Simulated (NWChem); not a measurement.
System meant: NbNH2OCl2; SMILES [OH][Nb]([Cl])(=[NH])[Cl]

NWChem input:

```
start job
memory heap 200 mb stack 900 mb global 1100 mb
geometry units angstroms noautoz
  Nb    -0.198807     0.000091    -0.015091
  N     -0.943316    -0.000845    -1.574705
  H     -1.346782    -0.001265    -2.507437
  Cl     1.063194    -1.930023     0.149472
  Cl     1.065974     1.928697     0.145709
  O     -1.569325     0.002372     1.261631
  H     -2.529320     0.003483     1.182759
end
basis spherical
  Nb library def2-svp
  N library def2-svp
  H library def2-svp
  Cl library def2-svp
  O library def2-svp
end
ecp
  Nb library def2-ecp
end
dft
  odft
  mult 2
  xc b3lyp
  iterations 150
  mulliken
end
task dft energy
```

End of the output:

```
 Summary of "ao basis" -> "" (spherical)
 ------------------------------------------------------------------------------
       Tag                 Description            Shells   Functions and Types
 ---------------- ------------------------------  ------  ---------------------
 Nb                         def2-svp                11       31   5s3p2d1f
 N                          def2-svp                 6       14   3s2p1d
 H                          def2-svp                 3        5   2s1p
 Cl                         def2-svp                 8       18   4s3p1d
 O                          def2-svp                 6       14   3s2p1d

                                 NWChem DFT Module
                                 -----------------

 Summary of "ao basis" -> "ao basis" (spherical)
 ------------------------------------------------------------------------------
       Tag                 Description            Shells   Functions and Types
 ---------------- ------------------------------  ------  ---------------------
 Nb                         def2-svp                11       31   5s3p2d1f
 N                          def2-svp                 6       14   3s2p1d
 H                          def2-svp                 3        5   2s1p
 Cl                         def2-svp                 8       18   4s3p1d
 O                          def2-svp                 6       14   3s2p1d

      Symmetry analysis of basis
      --------------------------

        a'         67
        a"         38

  number of electrons :                   64
  multiplicity        :                    2
 ------------------------------------------------------------------------
  no. of electrons and multiplicity not compatible                  64
 ------------------------------------------------------------------------
 ------------------------------------------------------------------------
  current input line :
    29: task dft energy
 ------------------------------------------------------------------------
 ------------------------------------------------------------------------
 There is an error in the input file
 ------------------------------------------------------------------------
 For more information see the NWChem manual at https://nwchemgit.github.io

0: no. of electrons and multiplicity not compatible:Received an Error in Communication
```

### Question
Can this run be used? If not, why, and what is the fix?

### Answer
The program refused the input. Cause: the multiplicity doesn't fit the number of electrons (an even count wants an odd multiplicity, and the reverse). This input runs:
```
start job
memory heap 200 mb stack 900 mb global 1100 mb
geometry units angstroms noautoz
  Nb    -0.198807     0.000091    -0.015091
  N     -0.943316    -0.000845    -1.574705
  H     -1.346782    -0.001265    -2.507437
  Cl     1.063194    -1.930023     0.149472
  Cl     1.065974     1.928697     0.145709
  O     -1.569325     0.002372     1.261631
  H     -2.529320     0.003483     1.182759
end
basis spherical
  * library def2-svp
end
ecp
  Nb library def2-ecp
end
dft
  xc b3lyp
  iterations 150
  mulliken
end
task dft energy
```
It converges to -1108.43496 Ha (B3LYP/def2-SVP with def2 effective core potentials on Nb).
